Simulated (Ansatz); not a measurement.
Reaction: MgCl2 (SMILES [Cl][Mg][Cl]) → MgCl2 (parent SMILES [Cl][Mg][Cl], triplet)
Each species at its own B3LYP-D3(BJ)/def2-TZVP minimum (Ansatz, a quantum-chemistry and plane-wave program).

Total energies in hartree (Ansatz). Open shells are spin-unrestricted; no spin-orbit coupling. Correlated methods leave the cores frozen. No relativity. The spin of Cl2Mg (parent SMILES [Cl][Mg][Cl], triplet) was assumed, and the state is the lowest solution found for it.

| species | HF/def2-TZVPP | CCSD(T)/def2-TZVPP | HF/def2-QZVPP | CCSD(T)/def2-QZVPP | CCSDT(Q)/def2-TZVPP |
|---|---|---|---|---|---|
| 1: MgCl2 (SMILES [Cl][Mg][Cl]) | -1118.80010 | -1119.25573 | -1118.83530 | -1119.33735 | -1119.25737 |
| 2: MgCl2 (parent SMILES [Cl][Mg][Cl], triplet) | -1118.66433 | -1119.10961 | -1118.69926 | -1119.18837 | -1119.11202 |

Problem. Work out the adiabatic triplet-singlet gap (electronic) in kcal/mol: take Hartree-Fock from def2-QZVPP, extrapolate the CCSD(T) correlation energy as X^-3 (X = 3, 4), and add CCSDT(Q) - CCSD(T) in def2-TZVPP. 1 hartree = 627.51 kcal/mol.

Solution. 
Species 1: correlation (64·(-0.50205) - 27·(-0.45563))/37 = -0.53592; step -0.00164; E1 = -1118.83530 + (-0.53592) + (-0.00164) = -1119.37286
Species 2: correlation (64·(-0.48911) - 27·(-0.44528))/37 = -0.52109; step -0.00241; E2 = -1118.69926 + (-0.52109) + (-0.00241) = -1119.22276
-1·E1 +1·E2 = 0.15010 hartree = 94.2 kcal/mol.
